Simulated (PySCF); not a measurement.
NMR data simulated for an unnamed compound:

1H NMR (400 MHz, computed): δ 7.34 (m, 1H), 7.12 (m, 1H), 6.38 (m, 1H), 3.67 (s, 3H).

13C{1H} NMR (computed): δ 159.6 (C), 148.4 (CH), 125.8 (CH), 109.7 (CH), 59.6 (CH3).

[PySCF 2.14: σ from GIAO-B97-2/pcSseg-2; PBE0-D3(BJ)/def2-TZVP structure; no relativistic terms; one computed conformer; in vacuum; averaged over atoms made equivalent by symmetry, fast rotation or ring inversion]

Scale: 1H (σref 31.64) and 13C (σref 185.38) vs TMS (reference shieldings calculated alike).

Problem. Which of these does the molecule contain: a three-membered ring, a heteroaromatic ring, a Si–H bond, a methoxy group, an S-methyl group?

Solution. 
- A three-membered ring: no.
- A heteroaromatic ring: yes.
- A Si–H bond: no.
- A methoxy group: yes (δC 59.6; δH 3.67 (s)).
- An S-methyl group: no.

The data belong to `InChI=1S/C5H6O2/c1-6-5-2-3-7-4-5/h2-4H,1H3`; they needn't prove each group on their own.

Carbon signals by region: 4 in the sp2 and nitrile region (100–160 ppm), 1 at 50–100 ppm.

Shifts are as computed. Against solution values, carbons near 30 ppm lie about +3 ppm off and those near 130 ppm about +7 ppm. Of 1211 compounds with measured shifts, 218 miss one by over three times the rms of a fit or turn the order of signals round; such compounds aren't used in these exercises. No couplings were computed; multiplicities are counted from neighbouring protons, with m where these are inequivalent, close in shift, in a saturated or five-membered ring or joined by F or P, and br s for small geminal =CH2 splittings.
